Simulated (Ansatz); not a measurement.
Consider the β-hydride elimination: `COB(S)S` → `SBS` + `C=O`.

Program: Ansatz. Geometries: PBE0-D4/def2-TZVP. ΔE: electronic, gas phase. CCSD(T)/CBS adds triple-zeta CCSD(T) − MP2 to the extrapolated MP2 energy (def2 sets, frozen cores). This one scheme is used for every species. One conformer a species, not always the lowest.

```
         level  ΔE (kJ/mol)
 MP2/CBS(def2)        227.0
CCSD/CBS(def2)        216.8
```

Q: What does CCSD(T)/CBS give? (Estimate.)

A: Ansatz gave: +217.2 kJ/mol. The listed levels differ from it by 9.8, -0.4 kJ/mol.

Largest T1 diagnostic among the species: 0.015.

In def2-TZVPP, CCSD(T) changes the Hartree–Fock value by +19.0 kJ/mol (the triples alone add +0.4 kJ/mol) and MP2 by +28.9 kJ/mol. From PBE to PBE0 (25 % exact exchange), in def2-TZVPP and without D4, ΔE moves by +14.9 kJ/mol. The D4 term adds +14.9 kJ/mol with B3LYP and +8.1 kJ/mol with PBE0; it sums over pairs of atoms, weighted by their polarisabilities, and B3LYP, whose exchange is more repulsive, gets the larger term.

B3LYP here is the variant with VWN-RPA as its local correlation; programs differ in this.
